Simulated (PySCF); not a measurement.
Structure problem from calculated spectra and properties.

Elements present: C, F, H and Si. Monoisotopic mass: 122.0383 u.

* UV, strongest line: among the 10 lowest singlet transitions: S5 at 7.60 eV (163 nm, f = 0.247) [TDDFT B3LYP/def2-SVPD]
* UV, first state: lowest singlet excitation: 6.83 eV (182 nm, f = 0.018) [TDDFT B3LYP/def2-SVPD]
* Rotational structure: rotational constants A, B, C: 2.650, 1.571, 1.293 GHz [PBE0-D3(BJ)/def2-SVP]
* Triplet: lowest triplet excitation (Tamm–Dancoff): 6.17 eV [TDA B3LYP/def2-SVPD]
* 13C NMR: chemical shifts (computed TMS as zero) by class: 89.7 (1 C), 20.9 (1 C), 15.6 (1 C) ppm [GIAO CAM-B3LYP/pcSseg-1]
* NMR, other nuclei: isotropic shieldings of nuclei other than C and H, by class: 424 (1 F), 402 (1 Si), 452 (1 Si) ppm [GIAO CAM-B3LYP/pcSseg-1]
* Valence photoelectron: vertical ionisation energy: 9.74 eV [ΔSCF B3LYP/def2-SVPD]
* 1H NMR: chemical shifts (computed TMS as zero) by class: 4.55 (1 H), 4.55 (1 H), 3.90 (1 H), 3.71 (1 H), 3.41 (3 H), 1.27 (3 H), 1.00 (1 H) ppm [GIAO CAM-B3LYP/pcSseg-1]
* XPS: Si2p3/2 106.2, Si2p3/2 106.3, C1s 290.5, C1s 290.7, C1s 293.0, F1s 692.3, Si1s 1845.9, Si1s 1845.9 eV [ΔSCF SCAN, pcX-2 on the ionised atom, pcseg-1 elsewhere, spin-free X2C, 2p3/2 from a spin–orbit splitting computed afterwards within the 2p shell]
* Polarisability: 97.8 au [B3LYP/def2-SVPD]

The electronic properties come from PySCF, for the isolated species, density fitting. Levels stand in brackets. One conformer (not necessarily the lowest) at the PBE0-D3(BJ)/def2-SVP geometry, without solvent, vibrations or thermal averaging. NMR classes are plain means over equivalent atoms (diastereotopic ones count apart unless rotation or inversion swaps them), as if these changed places fast.

Problem. Which formula fits the mass and the elements?

Solution. C3H11FSi2 (calculated 122.0383). No other formula that holds each of these elements comes within 0.0003 u with a fitting electron parity and a possible valence count.

Problem. What is the compound? Reason from the data.

Solution. Numbering: `[CH3:1][C@@H:2]([CH2:3][F:4])[SiH2:5][SiH3:6]`. Its formula, C3H11FSi2, gives 0 degrees of unsaturation, so no ring and no π bond. 3 carbons fall into 3 classes; from least to most shielded: sp3 C–F carbon [C3] (89.7 ppm), sp3 carbon bound to silicon [C2] (20.9 ppm), methyl carbon [C1] (15.6 ppm). Hydrogen classes from least to most shielded: 1 H on an sp3 C–F carbon, C3 (4.55 ppm), 1 H on an sp3 C–F carbon, C3 (4.55 ppm), 1 H on an SiH2 silicon, Si5 (3.90 ppm), 1 H on an SiH2 silicon, Si5 (3.71 ppm), 3 H on an SiH3 silicon, Si6 (3.41 ppm), 3 H on a methyl carbon, C1 (1.27 ppm, a mean of values up to 0.5 ppm apart in this geometry), 1 H on an sp3 carbon bound to silicon, C2 (1.00 ppm). The other shieldings belong to: 424 ppm, alkyl fluorine [F4]; 402 ppm, SiH2 silicon [Si5]; 452 ppm, SiH3 silicon [Si6]. The core levels belong to: Si2p3/2 106.2 eV, SiH2 silicon [Si5]; Si2p3/2 106.3 eV, SiH3 silicon [Si6]; C1s 290.5 eV, sp3 carbon bound to silicon [C2]; C1s 290.7 eV, methyl carbon [C1]; C1s 293.0 eV, sp3 C–F carbon [C3]; F1s 692.3 eV, alkyl fluorine [F4]; Si1s 1845.9 eV, SiH2 silicon [Si5]; Si1s 1845.9 eV, SiH3 silicon [Si6]. The first electron is taken from the HOMO, whose largest Löwdin shares are 0.29 on the SiH3 silicon, 0.28 on the SiH2 silicon, 0.14 on the sp3 carbon bound to silicon and 0.06 on an Si–H hydrogen. The optimised geometry has point group C1 and is an asymmetric top. Structure: `[SiH3][SiH2][C@@H](C)CF`. Computed isomers that give other values at the same levels: `CC([SiH3])([SiH3])CF` (13C chemical shifts (computed TMS as zero) by class: 94.2 (1 C), 16.3 (1 C), 10.2 (1 C) ppm); `CC[SiH2][C@@H](F)[SiH3]` (13C chemical shifts (computed TMS as zero) by class: 78.6 (1 C), 9.4 (1 C), 1.4 (1 C) ppm); `C[SiH2]C[C@@H](F)[SiH3]` (13C chemical shifts (computed TMS as zero) by class: 88.8 (1 C), 20.3 (1 C), -4.3 (1 C) ppm). The assignments are read from this structure; whether some other isomer fits the data as well wasn't checked. The mirror image fits equally.

Conformer computed: `[CH3:1][C@@H:2]([CH2:3][F:4])[SiH2:5][SiH3:6]`: C1–C2–C3–F4 66°, C1–C2–Si5–Si6 -67°.
